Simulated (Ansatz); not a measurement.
Ansatz (a program for electronic structure) input (B3LYP-D3(BJ)/def2-TZVP):

Ansatz 0.2 input:
```yaml
crystal:
  periodic: [false, false, false]
  atoms:
    - {symbol: Bi, position_ang: [-0.00000000, -0.00000000, -1.31947480]}
    - {symbol: Bi, position_ang: [0.00000000, 0.00000000, 1.31947480]}
basis:
  gaussian:
    orbitals: def2-TZVP
hamiltonian:
  xc: b3lyp
  dispersion: d3bj
phonons: {temperatures: {t_min: 298.15, t_max: 298.15, t_step: 100}}
```

Output:

```
Functional definition: B3LYP
integrals: 0.03 GiB planned
810 factors; their error is unknown
mean field: 0.30 GiB planned
mean field evaluation 1: about -11685.9351 eV, gradient 1.2e1 eV
mean field evaluation 2: about -11685.7932 eV, gradient 1.7e1 eV
mean field evaluation 4: about -11686.2420 eV, gradient 2.8e-1 eV
mean field evaluation 8: about -11686.3542 eV, gradient 1.2e-1 eV
mean field -11686.35425487 eV, -429.4655975710 hartree, gradient 1.2e-5 eV, S^2 0.000000; 0 other end points of the search recorded, 0 dependent functions left out
the calculation of the forces begins
reference -11686.35442685 eV, -429.4656038911 hartree; 23, 23 occupied and 77, 77 virtual orbitals, 810 factors
these checks for a lower state are left out or cut short: stability, starts, cluster_reference, orbital_swaps, neighbouring_geometries, increment
integrals: 0.03 GiB planned
810 factors; their error is unknown
mean field: 0.30 GiB planned
mean field evaluation 16: about -11686.2421 eV, gradient 8.1e-5 eV
mean field -11686.35425487 eV, -429.4655975712 hartree, gradient 1.5e-6 eV, S^2 0.000000; 0 other end points of the search recorded, 0 dependent functions left out
the calculation of the forces begins
reference -11686.35442685 eV, -429.4656038913 hartree; 23, 23 occupied and 77, 77 virtual orbitals, 810 factors
these checks for a lower state are left out or cut short: stability, starts, cluster_reference, orbital_swaps, neighbouring_geometries, increment
integrals: 0.03 GiB planned
810 factors; their error is unknown
mean field: 0.30 GiB planned
mean field -11686.35425487 eV, -429.4655975712 hartree, gradient 1.5e-6 eV, S^2 0.000000; 0 other end points of the search recorded, 0 dependent functions left out
the calculation of the forces begins
reference -11686.35442685 eV, -429.4656038913 hartree; 23, 23 occupied and 77, 77 virtual orbitals, 810 factors
these checks for a lower state are left out or cut short: stability, starts, cluster_reference, orbital_swaps, neighbouring_geometries, increment
integrals: 0.03 GiB planned
810 factors; their error is unknown
mean field: 0.30 GiB planned
mean field evaluation 32: about -11686.2421 eV, gradient 8.1e-5 eV
mean field -11686.35425487 eV, -429.4655975712 hartree, gradient 1.5e-6 eV, S^2 0.000000; 0 other end points of the search recorded, 0 dependent functions left out
the calculation of the forces begins
reference -11686.35442685 eV, -429.4656038913 hartree; 23, 23 occupied and 77, 77 virtual orbitals, 810 factors
these checks for a lower state are left out or cut short: stability, starts, cluster_reference, orbital_swaps, neighbouring_geometries, increment
integrals: 0.03 GiB planned
810 factors; their error is unknown
mean field: 0.30 GiB planned
mean field -11686.35425487 eV, -429.4655975712 hartree, gradient 1.5e-6 eV, S^2 0.000000; 0 other end points of the search recorded, 0 dependent functions left out
the calculation of the forces begins
reference -11686.35442685 eV, -429.4656038913 hartree; 23, 23 occupied and 77, 77 virtual orbitals, 810 factors
these checks for a lower state are left out or cut short: stability, starts, cluster_reference, orbital_swaps, neighbouring_geometries, increment
integrals: 0.03 GiB planned
810 factors; their error is unknown
mean field: 0.30 GiB planned
mean field -11686.35419724 eV, -429.4655954532 hartree, gradient 1.4e-6 eV, S^2 0.000000; 0 other end points of the search recorded, 0 dependent functions left out
the calculation of the forces begins
reference -11686.35436918 eV, -429.4656017720 hartree; 23, 23 occupied and 77, 77 virtual orbitals, 810 factors
these checks for a lower state are left out or cut short: stability, starts, cluster_reference, orbital_swaps, neighbouring_geometries, increment
integrals: 0.03 GiB planned
810 factors; their error is unknown
mean field: 0.30 GiB planned
mean field -11686.35421657 eV, -429.4655961635 hartree, gradient 1.2e-6 eV, S^2 0.000000; 0 other end points of the search recorded, 0 dependent functions left out
the calculation of the forces begins
reference -11686.35438858 eV, -429.4656024848 hartree; 23, 23 occupied and 77, 77 virtual orbitals, 810 factors
Total energy: -11686.47594083 eV, -429.4700694477 hartree
Atom 0 at    -0.000000    -0.000000    -1.319475 Å, force     0.000000    -0.000000     0.000123 eV/Å
Atom 1 at     0.000000     0.000000     1.319475 Å, force    -0.000000     0.000000    -0.000123 eV/Å
Dipole moment:     0.000000     0.000000    -0.000000 e Å
Vibrations: 199.92 cm⁻¹, zero-point energy 0.012393 eV
```
